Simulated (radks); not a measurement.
The numbers below are computed, except where a source is named.
Task: The ruthenium ion Ru0.625+, 43.375 electrons, occupied as [He] 2s(up 1, down 0.375) 2p6 3s2 3p6 3d10 4s2 4p6 4d7 5s1 (fractional occupations, a model configuration). Level of theory: scalar-relativistic Kohn-Sham, PBE, spin-polarised, spherical densities, finite nucleus; open shells are filled with parallel spins first (spin-orbit coupling, left out, can overturn this in heavy ions); Fermi nuclear charge, rms radius 4.4809 fm (a radial shooting solver on a logarithmic mesh with Libxc functionals). Some entries of the table are withheld. Estimate them.

orbital   occ.  eigenvalue (hartree)  r(max) (bohr)
1s up        1             -809.6416        0.02171
1s down      1             -809.4570        0.02171
2s up        1             -118.2037         0.1226
2s down  0.375             -117.9155         0.1226
2p up        3             -106.2741        0.09796
2p down      3             -106.0231        0.09791
3s up        1             -21.29294         0.3587
3s down      1             -21.25878         0.3590
3p up        3             -17.32957         0.3511
3p down      3             -17.30200         0.3514
3d up        5             -10.99487         0.2950
3d down      5             -10.93731         0.2959
4s up        1              -3.17493         0.9011
4s down      1              -3.09485         0.8997
4p up        3                   (1)            (2)
4p down      3                   (3)            (4)
4d up        5              -0.47972          1.159
4d down      2              -0.39167          1.157
5s up        1                   (5)          2.539
5s down      0                   (6)          2.607

Result: 
(1) 4p up eigenvalue (hartree): -2.05459
(2) 4p up r(max) (bohr): 0.9639
(3) 4p down eigenvalue (hartree): -1.97169
(4) 4p down r(max) (bohr): 0.9619
(5) 5s up eigenvalue (hartree): -0.34501
(6) 5s down eigenvalue (hartree): -0.28378
